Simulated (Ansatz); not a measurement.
```yaml
atoms:
  - { symbol: Cu, position_ang: [0.0000, 0.0000, -0.0492] }
  - { symbol: H, position_ang: [0.0000, 0.0000, 1.4269] }
```

Basis set: def2-TZVP (spherical functions). Left uncorrelated: 5 orbitals. Charge 0, multiplicity 1.

Computed with Ansatz (development build ahead of 0.2.0); each method stands on the lowest determinant of its kind that the runs found. Restricted open shells among the atoms or ions are ROHF, correlated in semicanonical orbitals with singles.

The atomization energy at this shape (free ground-state atoms in the same class of orbitals less the molecule, no zero-point energy) of singlet CuH:

```tsv
method	atomization energy
RHF-MP2	2.48 eV
```

Q: What does RHF give?

A: 1.33 eV.
